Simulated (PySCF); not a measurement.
# Ionisation energy of F²⁺ by level of theory

F²⁺ [He] 2s2 2p3 (4S) → F³⁺ [He] 2s2 2p2 (3P), as a difference of total energies. Calculation: PySCF 2.14, in def2-TZVPPD; no relativity, point nucleus. Correlated levels: valence: 1s2 frozen. The calculations carry no spin-orbit coupling.

| method | ionisation energy (eV) |
| --- | --- |
| UHF | 62.257 |
| MP2 (valence) | 62.824 |
| SCS-MP2 (valence) | 62.570 |
| CCSD (valence) | 62.603 |
| CCSD(T) (valence) | 62.604 |

A first-order spin-orbit estimate (lowest level to lowest level, LS coupling) adds -0.055 eV.

Errors of the correlated levels include the incompleteness of this basis and the frozen core.

Which method comes closest to the reference value, and which is furthest?

The reference is 62.708 eV (semi-empirical (NIST evaluation); NIST Atomic Spectra Database, ionization energies). Closest: MP2 (valence) (error 0.061 eV); furthest: UHF (error -0.506 eV), both after the spin-orbit estimate.
